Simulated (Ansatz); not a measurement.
`C[S][Zn][Br]` + H₂S → `C[S][Zn][SH]` + HBr at 700 K and 1 bar (ligand exchange at a Zn–Br bond).

Gas-phase electronic energies from Ansatz, PBE0-D4/def2-TZVP geometries. CBS: MP2 limit from def2 TZ/QZ plus the TZ coupled-cluster correction, frozen cores. This one scheme is used for every species. For Br, Zn outer-core shells are correlated without core-valence functions, which leaves a few kJ/mol of doubt a bond. Scalar relativity is left out up to krypton. One conformer a species, not always the lowest.

| species | CCSD(T)/CBS energy (Eh) | H − E (kJ/mol) | S (J/(mol·K)) |
| --- | --- | --- | --- |
| `C[S][Zn][Br]` | -4789.42259 | 165.9 | 446.9 |
| H₂S | -398.97279 | 64.8 | 236.9 |
| `C[S][Zn][SH]` | -2614.45500 | 194.8 | 464.3 |
| HBr | -2573.91920 | 36.5 | 223.7 |

H − E and S are ideal-gas, rigid-rotor, harmonic terms from PBE0-D4/def2-TZVP, for one conformer and one mirror image of each species. 1 Eh = 2625.50 kJ/mol, R = 8.31446 J/(mol·K).

By hand: ΔE, ΔH, ΔS and ΔG.

ΔE = (-2614.45500) + (-2573.91920) − (-4789.42259) − (-398.97279) = 0.02118 Eh = 55.6 kJ/mol. Δ(H − E) = 194.8 + 36.5 − 165.9 − 64.8 = 0.6, so ΔH = 56.2 kJ/mol. ΔS = 464.3 + 223.7 − 446.9 − 236.9 = 4.2 J/(mol·K). ΔG = 56.2 − 700 × (4.2)/1000 = 53.3 kJ/mol.

By hand: the equilibrium constant, and the temperature at which ΔG would vanish if ΔH and ΔS stayed fixed.

log₁₀ K = −ΔG/(RT ln 10) = -4.0. ΔG = 0 at ΔH/ΔS = 13381 K, far beyond where these terms or the molecules hold.

The number of gas molecules stays the same, so ΔS is small and ΔH decides. A doubt of 5 kJ/mol in ΔE shifts log₁₀ K by 0.4 here. Other conformers and mirror images would add mixing entropy, several J/(mol·K) or more a flexible species. These are equilibria of isolated gas molecules and say nothing of rates. Largest T1 diagnostic: 0.014 (customary marks: 0.02 for closed shells, 0.045 for open ones).
